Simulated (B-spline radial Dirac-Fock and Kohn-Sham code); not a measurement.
Method: the Dirac equation of a negative muon with reduced mass in the field of a spherical finite nucleus, with the Uehling potential to all orders; nuclear polarisation, deformation, hyperfine structure, self-energy, higher-order vacuum polarisation, relativistic recoil and electron screening are left out. Computed with an atomic code on a B-spline grid. The nuclear charge is a Fermi distribution (skin thickness 2.3 fm).

Q: A muonic atom of atomic mass 17.02 u emits these computed lines: 2p3/2 → 1s1/2 207.0 keV, 3d5/2 → 2p3/2 38.94 keV, 4f7/2 → 3d5/2 13.60 keV, 5g9/2 → 4f7/2 6.291 keV. Which element is it, and what rms charge radius was used?

A: Neon (Z = 10, nuclide ¹⁷Ne); the high transitions hardly feel the nucleus and fix Z. The 2p → 1s line lies 2.927 keV below the value for a point nucleus without QED, which for this nuclear model gives a radius near 3.04 fm (3.0413 fm was used).
